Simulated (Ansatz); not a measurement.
C2HF2Si (`C#C[Si](F)F`) radical, relaxed with UKS PBE-D4/def2-SVP in Ansatz from a rough embedded geometry. The force threshold is 0.03 eV/Å; the program also tests the step.

Charge 0, multiplicity 2.

Start:

```xyz
6

C    -1.198    0.713   -1.067
C    -0.535    0.103   -0.253
Si    0.551   -0.779    1.012
F     1.293    0.353    1.881
F     1.744   -1.534    0.202
H    -1.856    1.145   -1.776
```

```json
{"step": "1", "energy (eV)": "-15381.2884", "largest force (eV/Å)": "2.445", "largest move (Å)": "0.000"}
{"step": "2", "energy (eV)": "-15381.3564", "largest force (eV/Å)": "0.596", "largest move (Å)": "0.034"}
{"step": "3", "energy (eV)": "-15381.3766", "largest force (eV/Å)": "0.291", "largest move (Å)": "0.030"}
{"step": "4", "energy (eV)": "-15381.3818", "largest force (eV/Å)": "0.223", "largest move (Å)": "0.018"}
{"step": "5", "energy (eV)": "-15381.3916", "largest force (eV/Å)": "0.140", "largest move (Å)": "0.098"}
{"step": "6", "energy (eV)": "-15381.3929", "largest force (eV/Å)": "0.021", "largest move (Å)": "0.013"}
```

End:

```xyz
6

C    -1.228    0.677   -1.072
C    -0.417    0.171   -0.297
Si    0.552   -0.731    0.958
F     1.285    0.337    1.952
F     1.730   -1.591    0.222
H    -1.923    1.137   -1.764
```

Run time 6.5 s (4 threads of a server CPU on a shared host); peak host memory 0.16 GiB.
